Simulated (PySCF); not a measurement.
C₆H₁₀NO (doublet state).
Cartesian coordinates in Å at the GFN2-xTB level; atoms count from 1:
```xyz
18
C6H10NO angstrom
C      2.7263   -1.4223   -0.1977
C      1.6206   -1.2487    0.4386
C      1.1044    0.1230    0.8873
O      1.6154    0.7075    1.8170
N      0.0772    0.6024    0.1610
C     -0.4885    1.8893    0.5054
C     -0.5488   -0.1139   -0.9292
C     -1.7876   -0.8897   -0.4826
H      3.5040   -0.7957   -0.5717
H      0.9768   -2.0621    0.7496
H      0.0832    2.3011    1.3345
H     -0.4275    2.5667   -0.3489
H     -1.5327    1.7854    0.8054
H      0.1818   -0.8016   -1.3613
H     -0.8289    0.6170   -1.6942
H     -1.5286   -1.6095    0.2897
H     -2.5447   -0.2176   -0.0867
H     -2.2112   -1.4249   -1.3280
```

The hyperfine couplings belong to this conformer and change with its torsions.

The species is `[H]/[C]=C\C(=O)N(C)CC` [radical].

The calculation used UKS B3LYP, pcH-1 on C H N O, non-relativistic, mean-field spin-orbit, GIAO (PySCF 2.14.0). Isolated species at its GFN2-xTB geometry (one conformer only). Couplings are sensitive to structure, and on GFN2-xTB geometries they can be far from those on DFT ones. The frame is twisted about the C2–C3 bond at this geometry (dihedral C1–C2–C3–O4 = -73°); couplings at other torsion angles weren't computed. Stability of the SCF solution: not tested.

(1) Match the computed a_iso(13C) values +326.4, +94.4, -24.7, -2.2, +1.5 MHz with the sites C1; C2; C3; C6; C7.

Answers

(1) 
| site | a_iso (MHz) | ρ(0) (bohr⁻³) | position | distance from C1 (Å) | spin population | largest \|T\| (MHz) |
| --- | --- | --- | --- | --- | --- | --- |
| C1 | +326.4 | +0.2903 | largest spin population | 0.00 | +1.01 | 137.4 |
| C2 | -24.7 | -0.0220 | 1 bond from C1 | 1.29 | -0.17 | 20.1 |
| C3 | +94.4 | +0.0840 | 2 bonds from C1 | 2.49 | +0.06 | 15.6 |
| C6 | +1.5 | +0.0013 | 4 bonds from C1 | 4.67 | +0.01 | 1.2 |
| C7 | -2.2 | -0.0019 | 4 bonds from C1 | 3.60 | 0.00 | 0.5 |

ρ(0) is the spin density at the nucleus and T the dipolar tensor; entries for several nuclei are means. The Mulliken spin populations are largest on C1 (+1.01), C2 (-0.17) and C3 (+0.06). No atom but C1 exceeds +0.15. The positive populations add up to 1.17 and the negative ones to -0.17, together 2S = 1.

Examples of negative spin density at the nucleus (bohr⁻³): C2 (-0.0220) and C7 (-0.0019).

Means are taken over nuclei equivalent by connectivity, which assumes that they swap fast.

Time: 86 s wall (with the writing of density and orbital grids); peak memory 0.97 GiB. Hardware: one thread of an Intel Xeon Platinum 8488C, no GPU, on a shared host.
